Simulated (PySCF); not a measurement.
## Magnetisability: `CC(C)[C@H](C)C(=O)O`, C6H12O2

Molfile (atoms numbered from 1):
```
C6H12O2
     RDKit          3D

 20 19  0  0  0  0  0  0  0  0999 V2000
   -1.3856    1.3387   -0.3224 C   0  0  0  0  0  0  0  0  0  0  0  0
   -0.8457   -0.0859   -0.4435 C   0  0  0  0  0  0  0  0  0  0  0  0
   -1.3569   -0.9425    0.7113 C   0  0  0  0  0  0  0  0  0  0  0  0
    0.6986   -0.0662   -0.5365 C   0  0  2  0  0  0  0  0  0  0  0  0
    1.2952   -1.4709   -0.6271 C   0  0  0  0  0  0  0  0  0  0  0  0
    1.2875    0.6548    0.6547 C   0  0  0  0  0  0  0  0  0  0  0  0
    1.3399    0.2416    1.7824 O   0  0  0  0  0  0  0  0  0  0  0  0
    1.7717    1.8589    0.3166 O   0  0  0  0  0  0  0  0  0  0  0  0
   -0.9696    1.9797   -1.0969 H   0  0  0  0  0  0  0  0  0  0  0  0
   -1.1319    1.7606    0.6480 H   0  0  0  0  0  0  0  0  0  0  0  0
   -2.4691    1.3398   -0.4195 H   0  0  0  0  0  0  0  0  0  0  0  0
   -1.2092   -0.5139   -1.3855 H   0  0  0  0  0  0  0  0  0  0  0  0
   -1.1390   -1.9938    0.5465 H   0  0  0  0  0  0  0  0  0  0  0  0
   -2.4352   -0.8303    0.8022 H   0  0  0  0  0  0  0  0  0  0  0  0
   -0.8967   -0.6359    1.6468 H   0  0  0  0  0  0  0  0  0  0  0  0
    0.9717    0.5085   -1.4268 H   0  0  0  0  0  0  0  0  0  0  0  0
    2.3468   -1.4160   -0.8995 H   0  0  0  0  0  0  0  0  0  0  0  0
    1.2168   -1.9745    0.3322 H   0  0  0  0  0  0  0  0  0  0  0  0
    0.7717   -2.0533   -1.3813 H   0  0  0  0  0  0  0  0  0  0  0  0
    2.1338    2.3113    1.0954 H   0  0  0  0  0  0  0  0  0  0  0  0
  1  2  1  0
  2  3  1  0
  2  4  1  0
  4  5  1  0
  4  6  1  0
  6  7  2  0
  6  8  1  0
  1  9  1  0
  1 10  1  0
  1 11  1  0
  2 12  1  0
  3 13  1  0
  3 14  1  0
  3 15  1  0
  4 16  1  6
  5 17  1  0
  5 18  1  0
  5 19  1  0
  8 20  1  0
M  END
```

Theory: GIAO HF/pcSseg-1 magnetisability, rotational g tensor and spin-rotation constants, non-relativistic, gas phase in PySCF. Geometry: GFN2-xTB.

Problem. How diamagnetic is it, and how anisotropic?

Solution. Isotropic -1391 × 10⁻³⁰ J/T², or -83.7 × 10⁻⁶ cm³/mol; principal values -1474, -1366, -1331 × 10⁻³⁰ J/T², anisotropy 129 × 10⁻³⁰ J/T² (root of half the summed squared differences of the principal values). The susceptibility is in cgs units.

Problem. Split it along the inertial axes a, b, c into diamagnetic and paramagnetic parts about the centre of mass, with the quadrupole moment.

Solution. 
```
axis  χ (10⁻⁶ cm³/mol)  diamagnetic (10⁻⁶ cm³/mol)  paramagnetic (10⁻⁶ cm³/mol)  summed x² of all electrons (Å²)  quadrupole Θ (D Å)
   a             -83.2                      -636.7                        553.6                            132.2               +5.36
   b             -87.0                      -800.3                        713.3                             93.6               +1.24
   c             -81.0                      -958.1                        877.1                             56.4               -6.60
```
Anisotropies 2χaa − χbb − χcc = +1.7 and 2χbb − χaa − χcc = -9.8 × 10⁻⁶ cm³/mol. Θ is traceless in Buckingham's convention.

Problem. And the rotational g tensor?

Solution. 
| axis | rotational constant (GHz) | g | nuclear part | electronic part |
| --- | --- | --- | --- | --- |
| a | 2.4248 | -0.0111 | 0.6195 | -0.6306 |
| b | 1.7573 | -0.0029 | 0.5860 | -0.5888 |
| c | 1.4587 | -0.0033 | 0.5977 | -0.6010 |

Asymmetric top; isotopes 12C, 1H, 16O; no vibrational averaging.
